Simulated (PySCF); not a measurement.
A homologous series of growing length: n-germane methyl/methyl. All species are isolated molecules in the gas phase. One relaxed conformer stands for each flexible species; it need not be the lowest. Strings in code marks are SMILES.

The HOMO from two functionals at the same geometries (PBE0-D3(BJ)/def2-SVP), both in PySCF: PBE-D3(BJ)/def2-TZVP and PBE0-D4/def2-TZVP. 

```tsv
species	PBE-D3(BJ)/def2-TZVP (eV)	PBE0-D4/def2-TZVP (eV)
n = 1 (`[CH3][GeH2][CH3]`)	-7.28	-8.52
n = 2 (`[CH3][GeH2][GeH2][CH3]` (C–Ge–Ge–C torsion 179°))	-6.51	-7.59
n = 3 (`[CH3][GeH2][GeH2][GeH2][CH3]` (C–Ge–Ge–Ge torsion 180°, Ge–Ge–Ge–C torsion 180°))	-6.35	-7.37
n = 4 (`[CH3][GeH2][GeH2][GeH2][GeH2][CH3]`)	-6.18	-7.16
n = 5 (`[CH3][GeH2][GeH2][GeH2][GeH2][GeH2][CH3]`)	-6.06	-7.01
n = 6 (`[CH3][GeH2][GeH2][GeH2][GeH2][GeH2][GeH2][CH3]`)	-5.98	-6.91
```

Over these rows, drawn at random from the members with no instability flagged (it was tested for open shells, ions and some series alone), PBE minus PBE0-D4: mean +1.03 eV, from +0.93 eV to +1.25 eV.
